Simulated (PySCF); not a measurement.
Match the calculated data to a structure.

All candidates are C3H10Si.

* Triplet: lowest triplet excitation (Tamm–Dancoff): 7.06 eV [TDA PBE0/def2-SVPD]
* Dipole: 0.87 D [PBE0/def2-SVPD]
* XPS: Si2p3/2 106.4, C1s 290.2, C1s 290.6 (×2), Si1s 1846.2 eV [ΔSCF SCAN, pcX-2 on the ionised atom, pcseg-1 elsewhere, spin-free X2C, 2p3/2 from a spin–orbit splitting computed afterwards within the 2p shell]
* UV, first state: lowest singlet excitation: 7.41 eV (167 nm, f = 0.001) [TDDFT PBE0/def2-SVPD]
* Polarisability: 67.6 au [PBE0/def2-SVPD]
* UV, strongest line: among the 10 lowest singlet transitions: S4 at 8.33 eV (149 nm, f = 0.280) [TDDFT PBE0/def2-SVPD]
* Rotational structure: rotational constants A, B, C: 7.382, 4.115, 2.971 GHz [PBE0-D3(BJ)/def2-SVP]

The electronic properties come from PySCF, for the isolated species, density fitting. Levels stand in brackets. Geometry: PBE0-D3(BJ)/def2-SVP; no solvent, vibrations or thermal averaging.

Question: Which candidate is it?
A. `[H][Si]([H])(C)CC`
B. `[H][Si](C)(C)C`
C. `CC(C)[SiH3]`

Answer: C. It is `CC(C)[SiH3]`. Numbering: `[CH3:1][CH:2]([CH3:3])[SiH3:4]`. Its formula, C3H10Si, gives 0 degrees of unsaturation, so no ring and no π bond. The core levels belong to: Si2p3/2 106.4 eV, SiH3 silicon [Si4]; C1s 290.2 eV, sp3 carbon bound to silicon [C2]; C1s 290.6 eV, methyl carbon [C1/C3]; Si1s 1846.2 eV, SiH3 silicon [Si4]. The optimised geometry has point group Cs and is an asymmetric top.

The others, at the same levels:
- `[H][Si](C)(C)C` fails: its computed core binding energies are Si2p3/2 106.0, C1s 290.0 (×3), Si1s 1845.8 eV, rotational constant A is 5.280 GHz (against 7.382 GHz) and smallest rotational constant is 3.122 GHz (against 2.971 GHz).
- `[H][Si]([H])(C)CC` fails: its computed core binding energies are Si2p3/2 106.2, C1s 290.1, C1s 290.1, C1s 290.6, Si1s 1846.0 eV, rotational constant A is 14.966 GHz (against 7.382 GHz) and smallest rotational constant is 2.437 GHz (against 2.971 GHz).
